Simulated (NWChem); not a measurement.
Molecule: AgNH₄; SMILES [AgH]<-[NH3]

Results from NWChem. Structure relaxed at the PBE0/def2-SVP level. Not confirmed as a minimum by frequencies. def2 effective core potentials on Ag; no spin-orbit coupling. Ions are spin-unrestricted doublets at the neutral geometry; other ion states weren't tried.

**Question.** What does the run give for PBE0/def2-SVP? Quantities: vertical ionisation energy, ΔSCF (eV); −ε(HOMO) (eV).

**Answer.** 
* **vertical ionisation energy, ΔSCF (eV)**: 8.11
* **−ε(HOMO) (eV)**: 5.77
